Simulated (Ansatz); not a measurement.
Molecular dynamics, step by step

SiNH4Cl2F, singlet, PBE0-D4/def2-SVP (Ansatz 0.2.0). Settings (timestep in fs, temperature in K, friction in 1/fs; T counts 27 degrees of freedom, while the starting velocities carry no drift of the centre of mass, so T starts below the set value):

```yaml
hamiltonian: {xc: pbe0, dispersion: d4}
md: {n_steps: 30, timestep: 0.5, temperature: 700, ensemble: nvt_langevin, seed: 365, friction: 0.05, initial_velocities: maxwell_boltzmann}
```

Start, the saddle point found with PBE0-D4 in triple zeta (not stationary at another level):

Si1  (-0.697, 0.048, -0.354)
N2  (0.860, 0.245, 0.568)
Cl3  (-0.322, -0.398, -2.302)
Cl4  (-1.294, 2.054, -0.460)
H5  (-1.846, -0.529, 0.342)
H6  (0.825, -0.992, 0.560)
F7  (0.121, -1.846, 0.157)
H8  (0.763, 0.721, 1.458)
H9  (1.591, 0.697, 0.031)
(Å)

| step | time (fs) | potential energy less the start (meV) | kinetic energy (meV) | T (K) |
| --- | --- | --- | --- | --- |
| 0 | 0.00 | 0.0 | 723.9 | 622 |
| 2 | 1.00 | 33.9 | 687.5 | 591 |
| 4 | 2.00 | 150.1 | 536.1 | 461 |
| 6 | 3.00 | 187.0 | 342.2 | 294 |
| 8 | 4.00 | 127.1 | 540.6 | 465 |
| 10 | 5.00 | 69.9 | 534.2 | 459 |
| 12 | 6.00 | 106.3 | 486.9 | 419 |
| 14 | 7.00 | 179.9 | 506.9 | 436 |
| 16 | 8.00 | 150.7 | 593.8 | 510 |
| 18 | 9.00 | 137.0 | 703.8 | 605 |
| 20 | 10.00 | 248.4 | 558.3 | 480 |
| 22 | 11.00 | 330.8 | 529.4 | 455 |
| 24 | 12.00 | 334.8 | 464.2 | 399 |
| 26 | 13.00 | 339.2 | 550.9 | 474 |
| 28 | 14.00 | 376.9 | 587.9 | 505 |
| 30 | 15.00 | 451.0 | 577.1 | 496 |

Step 12, positions (Å) and forces (eV/Å):

```tsv
atom	x	y	z	Fx	Fy	Fz
Si1	-0.721	0.047	-0.320	0.121	-0.051	0.324
N2	0.868	0.271	0.600	-1.132	-0.558	1.759
Cl3	-0.312	-0.412	-2.305	-0.053	-0.047	0.456
Cl4	-1.276	2.045	-0.511	-0.190	0.387	-0.020
H5	-1.929	-0.484	0.400	0.544	0.030	-0.308
H6	0.849	-1.074	0.472	-0.296	0.100	0.370
F7	0.114	-1.817	0.181	-0.026	-0.317	-0.220
H8	0.845	0.694	1.572	-0.058	-0.557	-1.612
H9	1.555	0.713	0.045	1.091	1.015	-0.749
```

Step 14, positions (Å) and forces (eV/Å):

```tsv
atom	x	y	z	Fx	Fy	Fz
Si1	-0.724	0.048	-0.315	0.305	0.096	0.043
N2	0.873	0.277	0.600	-2.369	-1.514	2.287
Cl3	-0.308	-0.415	-2.309	-0.090	-0.024	0.630
Cl4	-1.274	2.045	-0.520	-0.170	0.427	-0.027
H5	-1.945	-0.444	0.392	0.476	-0.146	-0.198
H6	0.841	-1.068	0.460	-0.168	0.114	0.468
F7	0.110	-1.813	0.183	-0.146	-0.312	-0.251
H8	0.860	0.685	1.566	-0.104	-0.396	-1.221
H9	1.545	0.697	0.061	2.265	1.755	-1.730
```

Step 26, positions (Å) and forces (eV/Å):

| atom | x | y | z | Fx | Fy | Fz |
| --- | --- | --- | --- | --- | --- | --- |
| Si1 | -0.732 | 0.058 | -0.277 | 0.293 | -0.640 | -1.032 |
| N2 | 0.890 | 0.282 | 0.597 | 2.357 | 1.179 | -0.491 |
| Cl3 | -0.288 | -0.398 | -2.305 | -0.156 | 0.009 | 1.002 |
| Cl4 | -1.253 | 2.034 | -0.562 | -0.098 | 0.992 | 0.022 |
| H5 | -2.036 | -0.292 | 0.345 | 0.522 | -0.573 | 0.125 |
| H6 | 0.864 | -0.938 | 0.444 | 0.248 | 0.046 | 0.602 |
| F7 | 0.084 | -1.794 | 0.183 | -0.554 | 0.619 | -0.219 |
| H8 | 1.014 | 0.651 | 1.570 | -0.646 | -0.528 | -0.964 |
| H9 | 1.662 | 0.801 | 0.028 | -1.965 | -1.104 | 0.956 |

Last step (30):

```xyz
9
angstrom
Si -0.7315 0.0651 -0.2646
N 0.8953 0.2841 0.5952
Cl -0.2826 -0.3884 -2.3042
Cl -1.2431 2.0303 -0.5669
H -2.1079 -0.3015 0.3714
H 0.8564 -0.9048 0.4609
F 0.0768 -1.7830 0.1829
H 1.0961 0.6502 1.6017
H 1.5830 0.7873 0.0627
```

Hardware: 8 CPU threads of an Arm Neoverse V1, shared host. Wall time about 26 s.
